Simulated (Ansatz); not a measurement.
```xyz
9

N    -1.625    1.382   -1.213
C    -0.674    1.054   -0.527
C     0.246    0.628    0.311
F     1.005    1.543    0.975
Si    0.565   -1.179    0.612
H    -1.434    1.528   -2.204
H     0.357   -1.506    2.045
H     1.960   -1.528    0.239
H    -0.398   -1.921   -0.238
```

Charge 0, multiplicity 1.

(1) List the PBE/def2-TZVPP orbital energies in eV (Ansatz 0.2.0). (Estimate.)

Results:

(1) Ansatz gave: Occupied: -1779.85, -660.43, -381.59, -271.06, -270.95, -137.62, -94.36, -94.34, -94.33, -30.54, -23.82, -18.85, -14.70, -13.85, -13.43, -11.19, -11.14, -9.54, -9.32, -8.65, -8.62, -8.20, -5.70. Lowest empty: -2.45, -0.79, -0.29, 0.43, 0.59, 0.92, 1.00, 2.82.
